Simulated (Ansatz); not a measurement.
One change: `C=CC(=C)CC` becomes `C=CC(=C)[SiH3]`.

Ansatz, PBE0-D4/def2-TZVP geometries, multiplicity 1. Each molecule was computed in one conformer, which needn't be the lowest.

```json
{"property": "LUMO energy (B3LYP/def2-TZVPP) / eV", "`C=CC(=C)CC`": "-1.00"}
{"property": "size of the dipole moment (ωB97M-V/def2-TZVPP) / D", "`C=CC(=C)CC`": "0.27"}
{"property": "HOMO energy (PBE0/def2-TZVPP) / eV", "`C=CC(=C)CC`": "-6.68"}
{"property": "zero-point energy (PBE0-D4/def2-TZVP) / kJ/mol", "`C=CC(=C)CC`": "373.9"}
{"property": "HOMO–LUMO gap (PBE/def2-TZVPP) / eV", "`C=CC(=C)CC`": "3.97"}
{"property": "HOMO energy (PBE/def2-TZVPP) / eV", "`C=CC(=C)CC`": "-5.71"}
```

Give the same properties after the change, and the shifts. (Estimate.)

Computed: 
```json
{"property": "LUMO energy (B3LYP/def2-TZVPP) / eV", "`C=CC(=C)[SiH3]`": "-1.32", "shift": "-0.32"}
{"property": "size of the dipole moment (ωB97M-V/def2-TZVPP) / D", "`C=CC(=C)[SiH3]`": "0.73", "shift": "0.46"}
{"property": "HOMO energy (PBE0/def2-TZVPP) / eV", "`C=CC(=C)[SiH3]`": "-7.04", "shift": "-0.36"}
{"property": "zero-point energy (PBE0-D4/def2-TZVP) / kJ/mol", "`C=CC(=C)[SiH3]`": "263.8", "shift": "-110.1"}
{"property": "HOMO–LUMO gap (PBE/def2-TZVPP) / eV", "`C=CC(=C)[SiH3]`": "4.00", "shift": "0.03"}
{"property": "HOMO energy (PBE/def2-TZVPP) / eV", "`C=CC(=C)[SiH3]`": "-6.08", "shift": "-0.37"}
```

The zero-point energy changes by -110.1 kJ/mol with -9 modes. Dipoles are sizes alone; their direction can turn.

B3LYP here is the variant with VWN-RPA as its local correlation; programs differ in this.
